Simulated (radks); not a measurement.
Q: Coherent X-ray form factor from a spherical all-electron density. All-electron calculation, scalar-relativistic Kohn-Sham, BLYP, spin-polarised, spherical densities, finite nucleus; Fermi nuclear charge, rms radius of each element as measured or else 0.836 A^(1/3) + 0.57 fm. Program: a radial shooting solver on a logarithmic mesh with Libxc functionals.

sin(theta)/lambda (1/angstrom),f0 (electrons)
0.05,0.986
0.1,0.945
0.15,0.883
0.2,0.806
0.25,0.722
0.3,0.636
0.4,0.476
0.5,0.347
0.6,0.250
0.8,0.131
1,0.072
1.25,0.036
1.5,0.020
2,0.007

The species is in the configuration that NIST lists as its ground one. Which atom or ion scatters so?

A: The helium ion He+, 1s1. Extrapolating in s^2 from the first two rows gives f0(0) = 1.0, near the electron count 1; among species with that count, the fall with angle is slower the higher Z, and the table is that of Z = 2; from so few rows the species is fixed only to a neighbour or two.
